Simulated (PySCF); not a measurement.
## Vanadium: a sound run and one with changed settings

Sound run: V [Ar] 3d3 4s2, V⁺ [Ar] 3d4. Calculation: PySCF 2.14, in def2-SVP (5s3p2d1f, 31 functions); the non-relativistic Hamiltonian (point nucleus). The sound run starts from symmetry-adapted Hartree-Fock orbitals and uses a fine grid where one is needed.

Changed run: 14 angular points. This setting is unsound on purpose.

```tsv
species	method	sound run (hartree)	changed run (hartree)	converged
V	UHF	-942.75223	-942.75223	yes
V	PBE0	-943.55419	-943.60178	yes
V	TPSS	-943.78049	-943.87534	yes
V⁺	UHF	-942.53004	-942.53004	yes
V⁺	PBE0	-943.32617	-943.34114	yes
V⁺	TPSS	-943.55262	-943.57989	yes
```

Ionisation energy of V:

```
method  sound run (eV)  changed run (eV)
   UHF           6.046             6.046
  PBE0           6.205             7.093
  TPSS           6.201             8.040
```

A coarse angular grid integrates products of high-l functions wrongly, so density functionals can shift, and the SCF can exploit the error; Hartree-Fock and MP2 need no grid.

For comparison, NIST gives 6.746 eV between the lowest levels.
